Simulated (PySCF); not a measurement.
**One molecule, a ladder of functionals, a line**

Molecule: `InChI=1S/C2H7F2NSi/c3-2(4)1-6-5/h2H,1,5-6H2`.

Molfile (atoms numbered from 1):
```
C2H7F2NSi
     RDKit          3D

 13 12  0  0  0  0  0  0  0  0999 V2000
    2.3595   -0.1202   -0.1181 N   0  0  0  0  0  0  0  0  0  0  0  0
    0.7650   -0.6652   -0.5179 Si  0  0  0  0  0  4  0  0  0  0  0  0
   -0.4672    0.4889    0.3342 C   0  0  0  0  0  0  0  0  0  0  0  0
   -1.8834    0.3484   -0.1423 C   0  0  0  0  0  0  0  0  0  0  0  0
   -2.2831   -0.9473   -0.0457 F   0  0  0  0  0  0  0  0  0  0  0  0
   -2.7278    1.0852    0.6188 F   0  0  0  0  0  0  0  0  0  0  0  0
    3.1307   -0.7751   -0.1819 H   0  0  0  0  0  0  0  0  0  0  0  0
    2.6613    0.8049   -0.4048 H   0  0  0  0  0  0  0  0  0  0  0  0
    0.6494   -2.0637   -0.0161 H   0  0  0  0  0  0  0  0  0  0  0  0
    0.4207   -0.6651   -1.9821 H   0  0  0  0  0  0  0  0  0  0  0  0
   -0.4436    0.2971    1.4195 H   0  0  0  0  0  0  0  0  0  0  0  0
   -0.1466    1.5334    0.1864 H   0  0  0  0  0  0  0  0  0  0  0  0
   -2.0215    0.6603   -1.1936 H   0  0  0  0  0  0  0  0  0  0  0  0
  1  2  1  0
  2  3  1  0
  3  4  1  0
  4  5  1  0
  4  6  1  0
  1  7  1  0
  1  8  1  0
  2  9  1  0
  2 10  1  0
  3 11  1  0
  3 12  1  0
  4 13  1  0
M  END
```

GIAO shieldings (ppm, equivalent atoms averaged) in PySCF on the PBE0-D3(BJ)/def2-SVP geometry, basis pcSseg-1, gas phase, non-relativistic:

| functional | exact exchange (%) | σ(Si2) | σ(C4) | σ(F5/F6) |
| --- | --- | --- | --- | --- |
| BLYP | 0 | 361.6 | 50.5 | 276.3 |
| BP86 | 0 | 369.2 | 56.3 | 279.4 |
| PBE | 0 | 369.7 | 56.7 | 277.3 |
| B3LYP | 20 | 374.2 | 58.2 | 292.6 |
| PBE0 | 25 | 385.3 | 65.8 | 297.3 |
| mPW1PW91 | 25 | 384.0 | 65.0 | 298.1 |
| HF | 100 | 426.8 | 86.0 | 338.8 |

(1) Fit each shielding as a line in the percentage of exact exchange.

(2) What does the line predict for BHandHLYP (50 %), and what does the run give?

## Answers

(1) σ(Si2) = 366.9 + 0.60 x (rms 3.4 ppm); σ(C4) = 54.9 + 0.32 x (rms 2.6 ppm); σ(F5/F6) = 279.4 + 0.61 x (rms 2.3 ppm). The functionals also differ in their semilocal parts, which the line can't hold; Hartree–Fock has no correlation at all.

(2) σ(Si2): 396.9 predicted, 393.2 computed; σ(C4): 70.9 predicted, 68.7 computed; σ(F5/F6): 309.9 predicted, 312.1 computed ppm.
